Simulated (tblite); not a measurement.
Q: What does the GFN2-xTB structure of InChI=1S/C6H12O2SSi/c1-5(2)6(9-3)10-8-4-7/h4H,10H2,1-3H3 look like in three dimensions?

A: 
```xyz
22
C6H12O2SSi angstrom
C     -2.6072   -1.0007   -0.7089
S     -1.2559   -1.9923   -0.0015
C     -0.0202   -0.7007    0.1426
Si    -0.4032    0.4996    1.5399
O     -0.4488    2.0050    0.7914
C     -0.6565    3.0890    1.4915
O     -0.8092    3.1313    2.6746
C      1.0999   -0.7738   -0.5821
C      1.3933   -1.8585   -1.5698
C      2.1877    0.2470   -0.4489
H     -2.8711   -0.1959   -0.0282
H     -2.2861   -0.5991   -1.6655
H     -3.4487   -1.6717   -0.8458
H     -1.7183    0.2610    2.1212
H      0.6429    0.5066    2.5572
H     -0.6740    3.9831    0.8419
H      0.5269   -2.4945   -1.7264
H      1.7058   -1.4293   -2.5208
H      2.2105   -2.4780   -1.2012
H      2.4838    0.6081   -1.4327
H      3.0631   -0.2089    0.0136
H      1.8750    1.0922    0.1563
```

Any rigid rotation of these coordinates is as good. Atoms count from 1 in this order. The 2 C–O bonds span 1.194 Å (C6=O7, drawn double) to 1.307 Å (O5–C6, drawn single), a spread of 0.113 Å. The 2 C–S bonds span 1.793 Å (S2–C3, drawn single) to 1.819 Å (C1–S2, drawn single), a spread of 0.026 Å. Si4 (oxygen-bound silicon) is distorted tetrahedral (angles from 104.2° to 112.1°). Of the pairs four or more bonds apart, Si4···H22 is among the closest relative to their van der Waals radii: 2.73 Å, 83 % of the sum of Bondi's values.

Bonds between heavy atoms (Å): C1–S2 1.819, S2–C3 1.793, C3–Si4 1.881, Si4–O5 1.682, O5–C6 1.307, C6=O7 1.194, C3=C8 1.336, C8–C9 1.496, C8–C10 1.498.

Computed geometry: GFN2-xTB, gas phase.

Point group: C1 (no symmetry element, even within 0.4 Å). Its GFN2-xTB frequencies are all real (lowest 24 cm⁻¹). The numbers are those of one conformer (C1–S2–C3–Si4 73°, S2–C3–Si4–O5 -124°, C3–Si4–O5–C6 -178°, Si4–O5–C6–O7 1°).

Time: 2.0 s of wall time. Hardware: one thread, Arm Neoverse V2 (aarch64), shared host. That covers the optimisation of the geometry.
